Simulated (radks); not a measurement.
Question: All-electron atom: Rb in [Ar] 3d10 4s1.5 4p6 5s1 6s0.5 (fractional occupations, a model configuration). Method: scalar-relativistic Kohn-Sham, RPBE, spin-polarised, spherical densities, finite nucleus; open shells are filled with parallel spins first (spin-orbit coupling, left out, can overturn this in heavy ions); Fermi nuclear charge, rms radius 4.2036 fm; computed with a radial shooting solver on a logarithmic mesh with Libxc functionals. Some entries of the table are withheld. Estimate them.

| orbital | occ. | eigenvalue (hartree) | r(max) (bohr) | <1/r> (bohr^-1) |
|---|---|---|---|---|
| 1s up | 1 | -552.7240 | 0.02628 | 37.88 |
| 1s down | 1 | -552.7211 | 0.02628 | 37.88 |
| 2s up | 1 | -74.01258 | 0.1495 | 8.434 |
| 2s down | 1 | -74.01057 | 0.1495 | 8.434 |
| 2p up | 3 | -65.62219 | 0.1196 | 8.240 |
| 2p down | 3 | -65.62005 | 0.1196 | 8.240 |
| 3s up | 1 | -11.15965 | 0.4509 | 2.809 |
| 3s down | 1 | -11.15614 | 0.4509 | 2.809 |
| 3p up | 3 | -8.46853 | 0.4465 | 2.654 |
| 3p down | 3 | -8.46466 | 0.4465 | 2.655 |
| 3d up | 5 | -4.02236 | 0.3933 | (1) |
| 3d down | 5 | -4.01758 | 0.3933 | (2) |
| 4s up | 1 | -1.34840 | 1.256 | 0.9298 |
| 4s down | 0.5 | -1.32414 | 1.257 | 0.9282 |
| 4p up | 3 | -0.74911 | 1.412 | 0.7878 |
| 4p down | 3 | -0.72689 | 1.417 | 0.7853 |
| 5s up | 1 | -0.14766 | 3.907 | 0.2822 |
| 6s up | 0.5 | -0.03291 | 11.95 | 0.09611 |

Answer: 
(1) 3d up <1/r> (bohr^-1): 2.391
(2) 3d down <1/r> (bohr^-1): 2.392
